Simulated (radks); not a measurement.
The numbers below are computed, except where a source is named.
These are the eigenvalues of the occupied orbitals of an atom or ion with whole-number occupations (hartree). Level of theory: scalar-relativistic Kohn-Sham, SCAN, spin-polarised, spherical densities, finite nucleus; meta-GGA in the generalised Kohn-Sham scheme; Fermi nuclear charge, rms radius of each element as measured or else 0.836 A^(1/3) + 0.57 fm (a radial shooting solver on a logarithmic mesh with Libxc functionals).

orbital  eigenvalue
1s down   -1540.882
1s up     -1540.882
2s up     -250.2332
2s down   -250.2329
2p up     -223.9452
2p down   -223.9451
3s up     -55.86303
3s down   -55.84844
3p up     -47.47303
3p down   -47.45805
3d up     -35.71459
3d down   -35.70233
4s up     -12.75343
4s down   -12.71416
4p up      -9.98050
4p down    -9.94035
4d up      -6.00336
4d down    -5.96140
5s up      -3.02906
5s down    -3.00845
5p up      -2.28456
5p down    -2.26859
4f up      -1.77685

Which element is it, and in what charge state? The configuration may be excited. Open shells, if any, are filled with parallel spins first.

Answer. Z = 59, praseodymium, charge +4: Pr4+ in [Xe] 4f1. The list shows which subshells hold electrons but not how many an open one holds; the 1s level, -1540.9 hartree, gives Z - s = 55.5 by -(Z - s)^2/2, which with screening and relativity narrows Z to a few neighbours, and the depths of the outer levels then fix element, charge and occupations together.
